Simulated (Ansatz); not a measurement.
The cluster Si₄Ge₃⁻. Charge -1, multiplicity 2. Geometry PBE-D4/def2-SVP, that of the neutral singlet.

Cartesian coordinates in Å:
```
Si 1.507 0.623 -0.107
Si -0.218 -1.204 -0.590
Si -0.258 0.102 1.611
Si -0.891 1.264 -0.528
Ge 0.610 0.719 -2.367
Ge 1.712 -1.307 1.360
Ge -2.462 -0.197 0.621
```

At PBE-D4/def2-SVP the highest occupied level of the charge -1 doublet lies above zero (up to 0.58 eV). By energy differences its removal costs 1.50 eV (vertical, to the charge 0 singlet, at PBE-D4/def2-SVP); self-interaction error and the lack of diffuse functions both raise the level. At PBE-D4/def2-SVP the gap within one spin of the charge -1 doublet nearly closes, so an electron or hole may be smeared out by delocalisation error. The structure comes from a short search, and lower isomers may exist.

Q: Estimate the α-spin orbital energies around the gap (eV) in Ansatz with PBE-D4/def2-SVP, PBE0-D4/def2-SVP, ωB97X-V/def2-SVP.

A: 
```tsv
orbital	PBE-D4/def2-SVP	PBE0-D4/def2-SVP	ωB97X-V/def2-SVP
HOMO−5	-2.18	-3.07	-4.99
HOMO−4	-2.10	-3.01	-4.93
HOMO−3	-2.09	-3.00	-4.86
HOMO−2	-1.33	-2.16	-3.94
HOMO−1	-1.04	-1.90	-3.71
HOMO	0.58	-0.13	-1.67
LUMO	0.60	1.11	2.82
LUMO+1	0.99	1.50	3.23
LUMO+2	2.11	2.73	4.56
LUMO+3	2.93	3.61	5.52
LUMO+4	2.95	3.62	5.53
LUMO+5	3.18	3.83	5.68
β HOMO	-0.92	-1.73	-3.49
β LUMO	0.72	1.27	2.98
```
